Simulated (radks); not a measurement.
The numbers below are computed, except where a source is named.
Species: Yb2+. Configuration: [Xe] 4f13 5d1 (not the ground configuration). Code: a radial shooting solver on a logarithmic mesh with Libxc functionals. Model: scalar-relativistic Kohn-Sham, PBEsol, spin-polarised, spherical densities, finite nucleus; open shells are filled with parallel spins first (spin-orbit coupling, left out, can overturn this in heavy ions); Fermi nuclear charge, rms radius 5.3108 fm.

Unscreened Slater integrals over Kohn-Sham orbitals (hartree). They are taken over the spin-up orbitals.

F0(5d,5d): 0.40288
F2(5d,5d): 0.20576
F4(5d,5d): 0.13395
F0(5d,4f): 0.52416
F2(5d,4f): 0.11694
F4(5d,4f): 0.055298
G1(5d,4f): 0.056107
G3(5d,4f): 0.043646
G5(5d,4f): 0.032762
F0(5d,5p): 0.48032
F2(5d,5p): 0.22020
G1(5d,5p): 0.25183
G3(5d,5p): 0.15372
F0(5d,5s): 0.49821
G2(5d,5s): 0.15041
F0(4f,4f): 1.2720
F2(4f,4f): 0.59528
F4(4f,4f): 0.37174
F6(4f,4f): 0.26696
F0(4f,5p): 0.77285
F2(4f,5p): 0.25605
G2(4f,5p): 0.13159
G4(4f,5p): 0.10111
F0(4f,5s): 0.88072
G3(4f,5s): 0.15870
F0(5p,5p): 0.63927
F2(5p,5p): 0.34314
F0(5p,5s): 0.68867
G1(5p,5s): 0.45640
F0(5s,5s): 0.75487

Derived for the open shells (J is the average intra-shell exchange parameter used in DFT+U). 4f: F4/F2 = 0.624, F6/F2 = 0.448, J = (286 F2 + 195 F4 + 250 F6)/6435 = 0.04809 hartree. 5d: Racah B = F2/49 - 5 F4/441 = 0.002680 hartree, C = 35 F4/441 = 0.01063 hartree, C/B = 3.97, F4/F2 = 0.651, J = (F2 + F4)/14 = 0.02427 hartree.
